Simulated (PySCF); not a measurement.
Input file for PySCF: D3(BJ) and D4 dispersion corrections on H7NSi2 (SMILES N[SiH2][SiH3]).

```python
from pyscf import gto
from pyscf.dispersion import dftd3, dftd4

mol = gto.M(
    atom='''
    N    -1.53156028    0.91417893    0.11491874
    Si   -0.66028535   -0.57862146    0.12364246
    Si    1.62615696   -0.10071770   -0.08233847
    H    -1.35409450    1.59894582   -0.60317378
    H    -2.49782203    0.93974730    0.40241377
    H    -1.03481984   -1.54489198   -0.95039272
    H    -0.94893636   -1.25139641    1.41402026
    H     1.85912549    0.75196539   -1.27733286
    H     2.40656688   -1.35230441   -0.24955649
    H     2.13566902    0.62309453    1.10779911
    ''',
    basis='def2-svp',
    charge=0, spin=0, verbose=0, max_memory=1800)
d3, d4 = {}, {}
for xc in ['hf', 'pbe', 'blyp', 'revpbe', 'tpss', 'r2scan', 'b3lyp', 'pbe0', 'bhlyp', 'camb3lyp', 'b2plyp']:
    d3[xc] = float(dftd3.DFTD3Dispersion(mol, xc=xc, version='d3bj', atm=False).get_dispersion()['energy'])
    print(f'D3(BJ) {xc:10s} {d3[xc]:14.8f} Eh')
for xc in ['hf', 'pbe', 'blyp', 'revpbe', 'tpss', 'r2scan', 'b3lyp', 'pbe0', 'bhlyp', 'camb3lyp', 'b2plyp']:
    d4[xc] = float(dftd4.DFTD4Dispersion(mol, xc={'camb3lyp': 'cam-b3lyp'}.get(xc, xc), atm=True).get_dispersion()['energy'])
    print(f'D4     {xc:10s} {d4[xc]:14.8f} Eh')
```

Output:

```
D3(BJ) hf            -0.05690366 Eh
D3(BJ) pbe           -0.00714217 Eh
D3(BJ) blyp          -0.01571737 Eh
D3(BJ) revpbe        -0.01734188 Eh
D3(BJ) tpss          -0.00919987 Eh
D3(BJ) r2scan        -0.00202670 Eh
D3(BJ) b3lyp         -0.01299321 Eh
D3(BJ) pbe0          -0.00639173 Eh
D3(BJ) bhlyp         -0.01074099 Eh
D3(BJ) camb3lyp      -0.00610385 Eh
D3(BJ) b2plyp        -0.00637795 Eh
D4     hf            -0.02316373 Eh
D4     pbe           -0.00682385 Eh
D4     blyp          -0.01485426 Eh
D4     revpbe        -0.01966598 Eh
D4     tpss          -0.00918292 Eh
D4     r2scan        -0.00164842 Eh
D4     b3lyp         -0.01104126 Eh
D4     pbe0          -0.00578445 Eh
D4     bhlyp         -0.00881408 Eh
D4     camb3lyp      -0.00590694 Eh
D4     b2plyp        -0.00475303 Eh
```

The run finished.

Cost: roughly 0.010 core-seconds.
